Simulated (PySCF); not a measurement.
## Correlation energy of Ca (calcium, neutral)

[Ar] 3d1 4s1, high-spin 3D determinant (an excited configuration). All numbers are calculated (PySCF 2.14, scalar relativity by spin-free X2C-1e, in aug-cc-pwCVTZ-X2C with one added diffuse shell each of s, p, d, f type (10s9p7d4f, 100 functions)). Frozen: [Ar]; 2 electrons correlated.

With two correlated electrons CCSD is exact within the correlated space (frozen core and kept virtual orbitals).

```
level  correlation energy (mhartree)
 CCSD                          -7.13
```

Diagnostics: T1 = 0.013, D1 = 0.0245, largest double amplitude 0.042.

Cost of the coupled-cluster step: of the order of 24 core-seconds, for 2 correlated electrons.

Iterations:

```
CC2 = 0
CCSD nocc = (np.int64(2), np.int64(0)), nmo = (91, 91)
frozen orbitals [[0, 1, 2, 3, 4, 5, 6, 7, 8], [0, 1, 2, 3, 4, 5, 6, 7, 8]]
max_cycle = 100
direct = 0
conv_tol = 1e-08
conv_tol_normt = 1e-06
diis_space = 8
diis_start_cycle = 0
Init t2, MP2 energy = -0.00419261028260389
Init E_corr(UCCSD) = -0.00419261028442764
cycle = 1  E_corr(UCCSD) = -0.00578730761502791  dE = -0.00159469733  norm(t1,t2) = 0.0312688
cycle = 2  E_corr(UCCSD) = -0.0064762752021399  dE = -0.000688967587  norm(t1,t2) = 0.0157058
cycle = 3  E_corr(UCCSD) = -0.0071145563187068  dE = -0.000638281117  norm(t1,t2) = 0.00882621
cycle = 4  E_corr(UCCSD) = -0.00712047613801673  dE = -5.91981931e-06  norm(t1,t2) = 0.00295935
cycle = 5  E_corr(UCCSD) = -0.00712977474354847  dE = -9.29860553e-06  norm(t1,t2) = 0.000589217
cycle = 6  E_corr(UCCSD) = -0.00712432676636076  dE = 5.44797719e-06  norm(t1,t2) = 0.000145302
cycle = 7  E_corr(UCCSD) = -0.00712735637939735  dE = -3.02961304e-06  norm(t1,t2) = 4.81905e-05
cycle = 8  E_corr(UCCSD) = -0.00712606546050229  dE = 1.2909189e-06  norm(t1,t2) = 1.86818e-05
cycle = 9  E_corr(UCCSD) = -0.0071266414823057  dE = -5.76021803e-07  norm(t1,t2) = 9.01029e-06
cycle = 10  E_corr(UCCSD) = -0.00712648887295628  dE = 1.52609349e-07  norm(t1,t2) = 3.41832e-06
cycle = 11  E_corr(UCCSD) = -0.00712649491566635  dE = -6.04271007e-09  norm(t1,t2) = 7.25349e-07
UCCSD converged
E(UCCSD) = -679.5608566176489  E_corr = -0.007126494915666345
```
